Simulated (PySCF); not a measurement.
C₆H₆F₃O (doublet state).
Structure used (GFN2-xTB), in Å, numbered top down from 1:
```xyz
16
C6H6F3O angstrom
F      2.073    1.113    1.244
C      2.060    0.353    0.139
F      1.898    1.194   -0.894
F      3.290   -0.164    0.015
C      1.000   -0.728    0.191
C     -0.387   -0.153    0.478
C     -1.033    0.604   -0.708
C     -2.411   -0.052   -0.781
C     -2.369   -1.075    0.039
O     -1.269   -1.267    0.764
H      1.004   -1.262   -0.762
H      1.272   -1.425    0.986
H     -0.344    0.471    1.380
H     -0.477    0.466   -1.638
H     -1.122    1.672   -0.513
H     -3.192    0.263   -1.438
```

The hyperfine couplings belong to this conformer and change with its torsions.

Identity: `FC(F)(F)C[C@H]1CC=[C]O1` [radical].

Method used: UKS B3LYP, pcH-1 on C F H O, non-relativistic, mean-field spin-orbit, GIAO (PySCF 2.14.0). Isolated species at its GFN2-xTB geometry (one conformer only). Couplings are sensitive to structure, and on GFN2-xTB geometries they can be far from those on DFT ones. No stability test was run, so a lower SCF solution isn't excluded.

Task: Match the computed a_iso(13C) values +565.0, +78.3, +54.5, +38.0, +6.1 MHz with the sites C2; C6; C7; C8; C9.

Result: 
| site | a_iso (MHz) | ρ(0) (bohr⁻³) | position | distance from C9 (Å) | spin population | largest \|T\| (MHz) |
| --- | --- | --- | --- | --- | --- | --- |
| C2 | +6.1 | +0.0054 | 4 bonds from C9 | 4.65 | 0.00 | 1.1 |
| C6 | +54.5 | +0.0484 | 2 bonds from C9 | 2.23 | +0.06 | 13.8 |
| C7 | +38.0 | +0.0338 | 2 bonds from C9 | 2.27 | +0.07 | 11.1 |
| C8 | +78.3 | +0.0696 | 1 bond from C9 | 1.31 | -0.10 | 26.1 |
| C9 | +565.0 | +0.5026 | largest spin population | 0.00 | +0.96 | 133.9 |

ρ(0) is the spin density at the nucleus and T the dipolar tensor; entries for several nuclei are means. Largest spin populations (Mulliken): C9 (+0.96), C8 (-0.10), C7 (+0.07) and C6 (+0.06). No atom but C9 exceeds +0.15. The positive populations add up to 1.11 and the negative ones to -0.11, together 2S = 1.

Nuclei that the bonding pattern makes equivalent are averaged, as if the motion that swaps them (rotation, inversion, ring flip) were fast.

The run took 2.1 min of wall time (grids of density and orbitals included) on Arm Neoverse V1, one thread, no GPU, shared host, and the process peaked at 1.1 GiB of memory.
